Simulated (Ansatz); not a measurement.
silane (H4Si), singlet, at a GFN2-xTB geometry; CCSD(T)/aug-cc-pVDZ in Ansatz (a program for electronic structure).

The Ansatz input:
Ansatz 0.2 input:
```yaml
crystal:
  periodic: [false, false, false]
  atoms:
    - {symbol: Si, position_ang: [-0.00000000, 0.00000000, -0.00000000]}
    - {symbol: H, position_ang: [0.85687118, 0.83207387, 0.84090169]}
    - {symbol: H, position_ang: [-0.85685565, -0.82713035, 0.84578045]}
    - {symbol: H, position_ang: [-0.82961346, 0.85438800, -0.84584481]}
    - {symbol: H, position_ang: [0.82959793, -0.85933152, -0.84083733]}
basis:
  gaussian:
    orbitals: aug-cc-pVDZ
magnetization: {spin_polarized: false}
correlation: {method: ccsd_t, electrons: outside_noble_gas}
accuracy: high
```

What the program printed (banner, timings and long lists left out):

```
Functional definition: HF
1271 factors; integrals over basis functions are off by at most 3.8e-9 eV
mean field evaluation 1: about -7924.4886 eV, gradient 9.7e0 eV
mean field evaluation 2: about -7924.4912 eV, gradient 9.7e0 eV
mean field evaluation 4: about -7925.1049 eV, gradient 3.1e-1 eV
mean field evaluation 8: about -7925.1052 eV, gradient 2.5e-5 eV
mean field evaluation 16: about -7925.1052 eV, gradient 2.4e-8 eV
mean field -7925.10521049 eV, -291.2422446563 hartree, gradient 2.4e-8 eV, S^2 0.000000; 0 other end points of the search recorded, 0 dependent functions left out
5 core orbitals not correlated
reference -7925.10521049 eV, -291.2422446563 hartree; 4, 4 occupied and 54, 54 virtual orbitals, 1271 factors
second order -3.31003547 eV of doubles, -0.00000000 eV of singles
cycle   1  -3.94700081 eV  change   -6.4e-1 eV  update   5.5e-2
cycle   2  -4.16695030 eV  change   -2.2e-1 eV  update   1.8e-2
cycle   3  -4.17078590 eV  change   -3.8e-3 eV  update   4.1e-3
cycle   4  -4.16957896 eV  change    1.2e-3 eV  update   1.3e-3
cycle   5  -4.16938793 eV  change    1.9e-4 eV  update   3.8e-4
cycle   6  -4.16934809 eV  change    4.0e-5 eV  update   7.5e-5
cycle   7  -4.16935313 eV  change   -5.0e-6 eV  update   1.9e-5
cycle   8  -4.16935729 eV  change   -4.2e-6 eV  update   4.4e-6
cycle   9  -4.16935641 eV  change    8.8e-7 eV  update   1.2e-6
cycle  10  -4.16935600 eV  change    4.1e-7 eV  update   2.7e-7
cycle  11  -4.16935599 eV  change    1.8e-8 eV  update   8.0e-8
cycle  12  -4.16935601 eV  change   -2.1e-8 eV  update   2.7e-8
cycle  13  -4.16935602 eV  change   -1.0e-8 eV  update   1.6e-8
cycle  14  -4.16935598 eV  change    3.3e-8 eV  update   5.9e-8
cycle  15  -4.16935597 eV  change    1.0e-8 eV  update   1.5e-8
cycle  16  -4.16935597 eV  change    3.3e-9 eV  update   3.4e-9
cycle  17  -4.16935597 eV  change   9.7e-10 eV  update  9.3e-10
cycle  18  -4.16935597 eV  change   1.8e-10 eV  update  2.4e-10
perturbative correction -0.07692897 eV, -0.0028270875 hartree
Total energy: -7929.35149543 eV, -291.3982927495 hartree
```
